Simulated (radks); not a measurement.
Task: Radial electron density D(r) = 4 pi r^2 rho(r) of an atom or ion with 23 electrons. All-electron calculation, scalar-relativistic Kohn-Sham, PBE, spin-unpolarised, spherical densities, finite nucleus; Fermi nuclear charge, rms radius of each element as measured or else 0.836 A^(1/3) + 0.57 fm. Program: a radial shooting solver on a logarithmic mesh with Libxc functionals.

| r (bohr) | D(r) (e/bohr) |
|---|---|
| 0.006428 | 4.769 |
| 0.008171 | 6.979 |
| 0.01039 | 9.965 |
| 0.01321 | 13.79 |
| 0.01679 | 18.37 |
| 0.02134 | 23.28 |
| 0.02713 | 27.76 |
| 0.03449 | 30.73 |
| 0.04384 | 31.24 |
| 0.05574 | 29.16 |
| 0.07085 | 25.96 |
| 0.08936 | 24.40 |
| 0.1136 | 26.57 |
| 0.1444 | 31.67 |
| 0.1836 | 34.95 |
| 0.2334 | 31.58 |
| 0.2967 | 22.42 |
| 0.3771 | 14.46 |
| 0.4794 | 13.19 |
| 0.6095 | 15.89 |
| 0.7748 | 15.89 |
| 0.985 | 11.41 |
| 1.252 | 5.895 |
| 1.592 | 2.265 |
| 2.024 | 0.6722 |
| 2.572 | 0.1517 |
| 3.27 | 0.02278 |

What is the nuclear charge?

Result: Z = 26. The innermost maximum, from 1s, lies near gamma/Z bohr with gamma = sqrt(1 - (Z/c)^2) = 0.982, here 0.0378 bohr (found: 0.0405), and its height grows with Z. The density is that of the iron ion Fe3+ in [Ar] 3d5; the configuration itself is not fixed sharply by these data, and Z only to about a unit. D(r) has 3 maxima, at r = 0.0405, 0.187, 0.687 bohr, and minima at 0.0894, 0.443 bohr, inside which lie 2.12, 10.66 electrons.
